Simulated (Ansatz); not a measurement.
# Telling isomers of CH5AlSe apart by their spectra

These gas-phase data were calculated for one isomer of CH5AlSe at PBE0-D3(BJ)/def2-SVP (harmonic, unscaled wavenumbers; equilibrium rotational constants with average atomic masses):

| Property | Result |
| --- | --- |
| rotational constants | 9.877, 3.555, 2.659 GHz |
| all wavenumbers above 1500 cm⁻¹ | 3207, 3204, 3081, 1958, 1932 |
| dipole moment | 1.38 D (PBE0/def2-TZVPD) |

Candidates:

(1) `[CH3][AlH][SeH]`, a singlet
(2) `C[Se][AlH2]`, a singlet

Which candidate do the data belong to?

Candidate (2). 2 modes lie between 1700 and 2050 cm⁻¹, one for each Al–H bond, while (1) has 1.

The same quantities for all candidates:

|  | rotational constants (GHz) | wavenumbers above 1500 cm⁻¹ | dipole (D) | E above the lowest, PBE0-D3(BJ)/def2-SVP (kcal/mol) |
| --- | --- | --- | --- | --- |
| (1) | 18.02, 2.126, 1.924 | 3164, 3140, 3046, 2452, 1945 | 1.64 | 0.0 |
| (2) | 9.877, 3.555, 2.659 | 3207, 3204, 3081, 1958, 1932 | 1.38 | 14.1 |

Harmonic stretches to hydrogen usually lie a few per cent above observed fundamentals. Each candidate is one conformer. Programs: Ansatz 0.2.0.
